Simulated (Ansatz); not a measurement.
Ansatz (a program for electronic structure) input for CH6AlClO2Si, SMILES Cl[SiH2][CH2][Al]([OH])[OH], PBE-D3(BJ)/def2-SVP. 

Ansatz 0.2 input:
```yaml
crystal:
  periodic: [false, false, false]
  atoms:
    - {symbol: Si, position_ang: [1.21688432, -0.09114870, 0.65048136]}
    - {symbol: Cl, position_ang: [3.11306593, -0.14563192, -0.08199511]}
    - {symbol: C, position_ang: [0.02171145, 0.05691981, -0.80565996]}
    - {symbol: Al, position_ang: [-1.89608647, 0.10166833, -0.23682827]}
    - {symbol: O, position_ang: [-3.06209616, 0.21548336, -1.39103518]}
    - {symbol: O, position_ang: [-2.17141516, 0.02196303, 1.38334031]}
    - {symbol: H, position_ang: [1.15887351, 1.07063130, 1.53845814]}
    - {symbol: H, position_ang: [1.03678382, -1.33562439, 1.39945357]}
    - {symbol: H, position_ang: [0.15703052, -0.77241973, -1.50307835]}
    - {symbol: H, position_ang: [0.22982636, 0.96043994, -1.38278423]}
    - {symbol: H, position_ang: [-3.70792697, 0.28110115, -2.07750180]}
    - {symbol: H, position_ang: [-2.44614287, -0.01508180, 2.28691694]}
basis:
  gaussian:
    orbitals: def2-SVP
hamiltonian:
  xc: pbe
  dispersion: d3bj
relax: {f_tol: 0.002, max_steps: 200}
```

Log of the run:

```
WARN ansatz: RAYON_NUM_THREADS=1 ignored (pool sized by the plan → 1); use --threads N
Functional definition: PBE
integrals: 0.08 GiB planned
1376 factors; their error is unknown
mean field: 0.38 GiB planned
mean field evaluation 1: about -32179.4368 eV, gradient 1.0e2 eV
mean field evaluation 2: about -32119.4106 eV, gradient 1.9e2 eV
mean field evaluation 4: about -32198.1534 eV, gradient 1.9e1 eV
mean field evaluation 8: about -32199.0028 eV, gradient 2.7e-1 eV
mean field evaluation 16: about -32198.9256 eV, gradient 4.7e-4 eV
mean field -32198.92558553 eV, -1183.2886900525 hartree, gradient 3.6e-5 eV, S^2 0.000000; 0 other end points of the search recorded, 0 dependent functions left out
the calculation of the forces begins
reference -32198.92562959 eV, -1183.2886916717 hartree; 36, 36 occupied and 90, 90 virtual orbitals, 1376 factors
relax step   1: F+E_penalty+E_count = -32199.20888193 eV  Δ(F+E_penalty+E_count) = +0.000e0 eV  max|allowed force component| = 1.517e0 eV/Å  Δτ_max = 0.0000 Å  (28 SCF iters, accepted)
these checks for a lower state are left out or cut short: starts, cluster_reference, orbital_swaps, neighbouring_geometries, increment
integrals: 0.08 GiB planned
1376 factors; their error is unknown
mean field: 0.38 GiB planned
mean field -32199.06500097 eV, -1183.2938134756 hartree, gradient 2.0e-5 eV, S^2 0.000000; 0 other end points of the search recorded, 0 dependent functions left out
the calculation of the forces begins
reference -32199.06504527 eV, -1183.2938151035 hartree; 36, 36 occupied and 90, 90 virtual orbitals, 1376 factors
[...]
relax step  45: F+E_penalty+E_count = -32199.61935644 eV  Δ(F+E_penalty+E_count) = -1.664e-4 eV  max|allowed force component| = 8.846e-2 eV/Å  Δτ_max = 0.0994 Å  (27 SCF iters, accepted)
these checks for a lower state are left out or cut short: starts, cluster_reference, orbital_swaps, neighbouring_geometries, increment
integrals: 0.08 GiB planned
1376 factors; their error is unknown
mean field: 0.38 GiB planned
mean field -32199.34134964 eV, -1183.3039691018 hartree, gradient 1.8e-5 eV, S^2 0.000000; 0 other end points of the search recorded, 0 dependent functions left out
the calculation of the forces begins
reference -32199.34139290 eV, -1183.3039706915 hartree; 36, 36 occupied and 90, 90 virtual orbitals, 1376 factors
relax step  46: F+E_penalty+E_count = -32199.61978282 eV  Δ(F+E_penalty+E_count) = -4.264e-4 eV  max|allowed force component| = 3.230e-2 eV/Å  Δτ_max = 0.0117 Å  (31 SCF iters, accepted)
these checks for a lower state are left out or cut short: starts, cluster_reference, orbital_swaps, neighbouring_geometries, increment
integrals: 0.08 GiB planned
1376 factors; their error is unknown
mean field: 0.38 GiB planned
mean field -32199.34153541 eV, -1183.3039759288 hartree, gradient 1.7e-5 eV, S^2 0.000000; 0 other end points of the search recorded, 0 dependent functions left out
the calculation of the forces begins
reference -32199.34157867 eV, -1183.3039775185 hartree; 36, 36 occupied and 90, 90 virtual orbitals, 1376 factors
relax step  47: F+E_penalty+E_count = -32199.62007742 eV  Δ(F+E_penalty+E_count) = -2.946e-4 eV  max|allowed force component| = 7.234e-3 eV/Å  Δτ_max = 0.0135 Å  (31 SCF iters, accepted)
these checks for a lower state are left out or cut short: starts, cluster_reference, orbital_swaps, neighbouring_geometries, increment
integrals: 0.08 GiB planned
1376 factors; their error is unknown
mean field: 0.38 GiB planned
mean field -32199.34178157 eV, -1183.3039849749 hartree, gradient 1.6e-5 eV, S^2 0.000000; 0 other end points of the search recorded, 0 dependent functions left out
the calculation of the forces begins
reference -32199.34182478 eV, -1183.3039865630 hartree; 36, 36 occupied and 90, 90 virtual orbitals, 1376 factors
relax step  48: F+E_penalty+E_count = -32199.62021160 eV  Δ(F+E_penalty+E_count) = -1.342e-4 eV  max|allowed force component| = 1.952e-2 eV/Å  Δτ_max = 0.0332 Å  (29 SCF iters, accepted)
these checks for a lower state are left out or cut short: starts, cluster_reference, orbital_swaps, neighbouring_geometries, increment
integrals: 0.08 GiB planned
1376 factors; their error is unknown
mean field: 0.38 GiB planned
mean field evaluation 352: about -32199.3419 eV, gradient 1.7e-5 eV
mean field -32199.34190738 eV, -1183.3039895983 hartree, gradient 1.7e-5 eV, S^2 0.000000; 0 other end points of the search recorded, 0 dependent functions left out
the calculation of the forces begins
reference -32199.34195044 eV, -1183.3039911807 hartree; 36, 36 occupied and 90, 90 virtual orbitals, 1376 factors
relax step  49: F+E_penalty+E_count = -32199.62028606 eV  Δ(F+E_penalty+E_count) = -7.446e-5 eV  max|allowed force component| = 4.575e-2 eV/Å  Δτ_max = 0.0618 Å  (28 SCF iters, accepted)
these checks for a lower state are left out or cut short: starts, cluster_reference, orbital_swaps, neighbouring_geometries, increment
integrals: 0.08 GiB planned
1376 factors; their error is unknown
mean field: 0.38 GiB planned
mean field -32199.34196799 eV, -1183.3039918257 hartree, gradient 1.7e-5 eV, S^2 0.000000; 0 other end points of the search recorded, 0 dependent functions left out
the calculation of the forces begins
reference -32199.34201106 eV, -1183.3039934087 hartree; 36, 36 occupied and 90, 90 virtual orbitals, 1376 factors
relax step  50: F+E_penalty+E_count = -32199.62035345 eV  Δ(F+E_penalty+E_count) = -6.739e-5 eV  max|allowed force component| = 2.177e-2 eV/Å  Δτ_max = 0.0126 Å  (31 SCF iters, accepted)
these checks for a lower state are left out or cut short: starts, cluster_reference, orbital_swaps, neighbouring_geometries, increment
integrals: 0.08 GiB planned
1376 factors; their error is unknown
mean field: 0.38 GiB planned
mean field -32199.34197967 eV, -1183.3039922551 hartree, gradient 1.2e-5 eV, S^2 0.000000; 0 other end points of the search recorded, 0 dependent functions left out
the calculation of the forces begins
reference -32199.34202275 eV, -1183.3039938381 hartree; 36, 36 occupied and 90, 90 virtual orbitals, 1376 factors
relax step  51: F+E_penalty+E_count = -32199.62043756 eV  Δ(F+E_penalty+E_count) = -8.411e-5 eV  max|allowed force component| = 7.072e-3 eV/Å  Δτ_max = 0.0037 Å  (24 SCF iters, accepted)
these checks for a lower state are left out or cut short: starts, cluster_reference, orbital_swaps, neighbouring_geometries, increment
integrals: 0.08 GiB planned
1376 factors; their error is unknown
mean field: 0.38 GiB planned
mean field -32199.34195622 eV, -1183.3039913932 hartree, gradient 1.7e-5 eV, S^2 0.000000; 0 other end points of the search recorded, 0 dependent functions left out
the calculation of the forces begins
reference -32199.34199928 eV, -1183.3039929757 hartree; 36, 36 occupied and 90, 90 virtual orbitals, 1376 factors
relax step  52: F+E_penalty+E_count = -32199.62044966 eV  Δ(F+E_penalty+E_count) = -1.211e-5 eV  max|allowed force component| = 1.099e-2 eV/Å  Δτ_max = 0.0072 Å  (31 SCF iters, accepted)
these checks for a lower state are left out or cut short: starts, cluster_reference, orbital_swaps, neighbouring_geometries, increment
integrals: 0.08 GiB planned
1376 factors; their error is unknown
mean field: 0.38 GiB planned
mean field -32199.34203701 eV, -1183.3039943624 hartree, gradient 1.7e-5 eV, S^2 0.000000; 0 other end points of the search recorded, 0 dependent functions left out
the calculation of the forces begins
reference -32199.34208001 eV, -1183.3039959423 hartree; 36, 36 occupied and 90, 90 virtual orbitals, 1376 factors
relax step  53: F+E_penalty+E_count = -32199.62050722 eV  Δ(F+E_penalty+E_count) = -5.756e-5 eV  max|allowed force component| = 9.407e-3 eV/Å  Δτ_max = 0.0233 Å  (30 SCF iters, accepted)
these checks for a lower state are left out or cut short: starts, cluster_reference, orbital_swaps, neighbouring_geometries, increment
integrals: 0.08 GiB planned
1376 factors; their error is unknown
mean field: 0.38 GiB planned
mean field evaluation 384: about -32199.3421 eV, gradient 4.5e-4 eV
mean field -32199.34208157 eV, -1183.3039959998 hartree, gradient 1.7e-5 eV, S^2 0.000000; 0 other end points of the search recorded, 0 dependent functions left out
the calculation of the forces begins
reference -32199.34212450 eV, -1183.3039975773 hartree; 36, 36 occupied and 90, 90 virtual orbitals, 1376 factors
relax step  54: F+E_penalty+E_count = -32199.62053976 eV  Δ(F+E_penalty+E_count) = -3.254e-5 eV  max|allowed force component| = 9.685e-3 eV/Å  Δτ_max = 0.0240 Å  (30 SCF iters, accepted)
these checks for a lower state are left out or cut short: starts, cluster_reference, orbital_swaps, neighbouring_geometries, increment
integrals: 0.08 GiB planned
1376 factors; their error is unknown
mean field: 0.38 GiB planned
mean field -32199.34208079 eV, -1183.3039959712 hartree, gradient 1.7e-5 eV, S^2 0.000000; 0 other end points of the search recorded, 0 dependent functions left out
the calculation of the forces begins
reference -32199.34212370 eV, -1183.3039975480 hartree; 36, 36 occupied and 90, 90 virtual orbitals, 1376 factors
relax step  55: F+E_penalty+E_count = -32199.62055060 eV  Δ(F+E_penalty+E_count) = -1.084e-5 eV  max|allowed force component| = 5.743e-3 eV/Å  Δτ_max = 0.0083 Å  (31 SCF iters, accepted)
these checks for a lower state are left out or cut short: starts, cluster_reference, orbital_swaps, neighbouring_geometries, increment
integrals: 0.08 GiB planned
1376 factors; their error is unknown
mean field: 0.38 GiB planned
mean field -32199.34206828 eV, -1183.3039955114 hartree, gradient 1.7e-5 eV, S^2 0.000000; 0 other end points of the search recorded, 0 dependent functions left out
the calculation of the forces begins
reference -32199.34211117 eV, -1183.3039970876 hartree; 36, 36 occupied and 90, 90 virtual orbitals, 1376 factors
relax step  56: F+E_penalty+E_count = -32199.62055386 eV  Δ(F+E_penalty+E_count) = -3.260e-6 eV  max|allowed force component| = 4.593e-3 eV/Å  Δτ_max = 0.0080 Å  (31 SCF iters, accepted)
these checks for a lower state are left out or cut short: starts, cluster_reference, orbital_swaps, neighbouring_geometries, increment
integrals: 0.08 GiB planned
1376 factors; their error is unknown
mean field: 0.38 GiB planned
mean field -32199.34207155 eV, -1183.3039956317 hartree, gradient 3.7e-5 eV, S^2 0.000000; 0 other end points of the search recorded, 0 dependent functions left out
the calculation of the forces begins
reference -32199.34211444 eV, -1183.3039972078 hartree; 36, 36 occupied and 90, 90 virtual orbitals, 1376 factors
relax step  57: F+E_penalty+E_count = -32199.62055641 eV  Δ(F+E_penalty+E_count) = -2.549e-6 eV  max|allowed force component| = 1.692e-3 eV/Å  Δτ_max = 0.0011 Å  (20 SCF iters, accepted)
integrals: 0.08 GiB planned
1376 factors; their error is unknown
mean field: 0.38 GiB planned
mean field evaluation 416: about -32199.3420 eV, gradient 1.4e-1 eV
mean field -32199.34207155 eV, -1183.3039956317 hartree, gradient 3.7e-5 eV, S^2 0.000000; 1 other end points of the search recorded, 0 dependent functions left out
the calculation of the forces begins
reference -32199.34211444 eV, -1183.3039972078 hartree; 36, 36 occupied and 90, 90 virtual orbitals, 1376 factors
Total energy: -32199.62059930 eV, -1183.3142313375 hartree
Atom 0 at     1.269093    -0.508372     0.417725 Å, force    -0.001504    -0.000296    -0.001302 eV/Å
Atom 1 at     3.268202    -0.238439    -0.147555 Å, force     0.000407     0.000779     0.000328 eV/Å
Atom 2 at     0.111722     0.491646    -0.650139 Å, force     0.000807    -0.000904     0.000346 eV/Å
Atom 3 at    -1.767639     0.286982    -0.182972 Å, force     0.000662     0.001085    -0.000229 eV/Å
Atom 4 at    -2.645679    -0.959964    -0.970857 Å, force    -0.000458     0.000791     0.001123 eV/Å
Atom 5 at    -2.417964     1.378795     0.971044 Å, force    -0.000697    -0.001692    -0.000986 eV/Å
Atom 6 at     1.155816    -0.096919     1.858712 Å, force     0.000561     0.000093    -0.000086 eV/Å
Atom 7 at     0.969645    -1.976358     0.299814 Å, force    -0.000242    -0.000281     0.000511 eV/Å
Atom 8 at     0.243120     0.181593    -1.708858 Å, force    -0.000186     0.000060     0.000051 eV/Å
Atom 9 at     0.378467     1.566304    -0.559685 Å, force    -0.000005     0.000204     0.000343 eV/Å
Atom 10 at    -3.581818    -1.169645    -0.837369 Å, force     0.000138    -0.000553    -0.000524 eV/Å
Atom 11 at    -3.332457     1.392677     1.289907 Å, force     0.000517     0.000714     0.000424 eV/Å
Dipole moment:    -0.852693     0.049168     0.041544 e Å
```

The run converged.

Cost: around 4 core-minutes (rough).
